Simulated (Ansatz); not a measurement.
`C=[C]([AlH2])S` and `C=C(S)[SiH2]Cl` differ in one atom or group.

Ansatz, PBE0-D4/def2-TZVP geometries, multiplicity 1. Each molecule was computed in one conformer, which needn't be the lowest.

| property | `C=[C]([AlH2])S` |
| --- | --- |
| size of the dipole moment (ωB97M-V/def2-TZVPP) / D | 0.77 |
| HOMO energy (PBE/def2-TZVPP) / eV | -5.52 |
| LUMO energy (PBE/def2-TZVPP) / eV | -2.61 |
| HOMO–LUMO gap (PBE/def2-TZVPP) / eV | 2.91 |
| HOMO energy (B3LYP/def2-TZVPP) / eV | -6.34 |
| size of the dipole moment (B3LYP/def2-TZVPP) / D | 0.71 |

(1) What does the change do to each property? (Estimate.)

Answers

(1) The calculation gave: 
```csv
property,`C=C(S)[SiH2]Cl`,shift
size of the dipole moment (ωB97M-V/def2-TZVPP) / D,2.23,1.46
HOMO energy (PBE/def2-TZVPP) / eV,-5.78,-0.26
LUMO energy (PBE/def2-TZVPP) / eV,-1.84,0.77
HOMO–LUMO gap (PBE/def2-TZVPP) / eV,3.95,1.04
HOMO energy (B3LYP/def2-TZVPP) / eV,-6.64,-0.30
size of the dipole moment (B3LYP/def2-TZVPP) / D,2.20,1.49
```

With PBE0 the HOMO falls by 0.30 eV and the LUMO rises by 0.91 eV, so the gap widens by about 1.21 eV. PBE moves the HOMO by -0.26 eV and ωB97M-V by -0.32 eV. Dipoles are sizes alone; their direction can turn.

B3LYP here is the variant with VWN-RPA as its local correlation; programs differ in this.
